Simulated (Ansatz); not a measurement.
Program: Ansatz. Geometries: PBE0-D4/def2-TZVP. ΔE: electronic, gas phase. CCSD(T)/CBS is the MP2 limit (def2-TZVPP, def2-QZVPP) plus CCSD(T) − MP2 in def2-TZVPP, frozen cores. This one scheme is used for every species. Functionals use def2-TZVPP. For Br, Ga outer-core shells are correlated without core-valence functions, which leaves a few kJ/mol of doubt a bond. Scalar relativity is left out up to krypton.

Reaction (ligand exchange at a Ga–Cl bond): `[Cl][Ga]` + HBr → `[Ga][Br]` + HCl

| level | ΔE (kcal/mol) |
| --- | --- |
| PBE0-D4 | -2.8 |
| SCS-MP2/def2-TZVPP | -2.5 |

Q: What does CCSD(T)/CBS give? (Best estimate.)

A: Computed: -2.5 kcal/mol. The listed levels differ from it by -0.3, 0.0 kcal/mol.

Largest T1 diagnostic among the species: 0.013.

Leaving LDA and LC-ωPBE aside and taking each functional with its dispersion term where it has one, the values, not all of them listed here, spread over 1.6 kcal/mol, from BHLYP-D4 to B97M-V. At CCSD(T), def2-SVP lies +0.7 kcal/mol from the extrapolated value and def2-TZVPP −0.0 kcal/mol.
